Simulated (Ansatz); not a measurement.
CH₄BClOSi. Total charge 0; spin multiplicity 1. The bonds changed during the relaxation, so this is another structure than the one it started from. The structure was optimised at the PBE0-D4/def2-TZVP level.

```xyz
9

Cl    0.058   -1.373    2.324
C    -0.956   -0.575   -0.328
B    -0.225   -0.209    0.987
Si    0.938    0.608   -0.470
O    -0.579    0.189   -1.307
H    -1.672   -1.360   -0.600
H    -0.740    0.859    1.272
H     1.227    2.052   -0.676
H     1.949   -0.192   -1.202
```

Question: What is the dipole moment at ωB97M-V/def2-TZVPP? (Estimate.)

Answer: Ansatz gave: 2.59 D, with components (-0.24, 0.67, -2.49) D in this frame, pointing from negative to positive charge.

Question: And with PBE, r2SCAN, B3LYP? (Estimate.)

Answer: The calculation gave: PBE 2.42 D, r2SCAN 2.52 D, B3LYP 2.50 D.

Question: Give the Mulliken charges with ωB97M-V, r2SCAN, PBE in def2-TZVPP. (Estimate.)

Answer: Ansatz gave: 
```csv
atom,ωB97M-V,r2SCAN,PBE
Cl1,-0.19,-0.23,-0.21
C2,0.25,0.25,0.20
B3,-0.25,-0.05,-0.09
Si4,0.23,0.33,0.24
O5,-0.26,-0.28,-0.20
H6,0.13,0.08,0.10
H7,0.12,0.03,0.05
H8,-0.02,-0.07,-0.05
H9,0.00,-0.05,-0.04
```

B3LYP here is the variant with VWN-RPA as its local correlation; programs differ in this.
